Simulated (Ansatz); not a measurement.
Program: Ansatz 0.2.0.

A structure relaxed at PBE0-D4/def2-TZVP, charge 0, multiplicity 1:

```xyz
10

O    -1.843   -0.068   -0.315
C    -0.740   -0.443    0.467
N     0.419    0.392    0.278
B     1.469    0.210   -0.613
Cl    1.547   -1.212   -1.654
H    -2.156    0.793   -0.026
H    -0.491   -1.457    0.160
H    -0.997   -0.448    1.533
H     0.442    1.223    0.849
H     2.349    1.011   -0.678
```

(1) Give its formula and SMILES.

(2) Summarise the bond lengths by kind.

Answers

(1) CH5BClNO, `OCNBCl`.

(2) 1 × C–O 1.403 Å; 1 × H–O 0.961 Å; 1 × C–N 1.441 Å; 2 × C–H 1.089 to 1.097 Å; 1 × B–N 1.390 Å; 1 × H–N 1.008 Å; 1 × B–Cl 1.763 Å; 1 × B–H 1.192 Å.
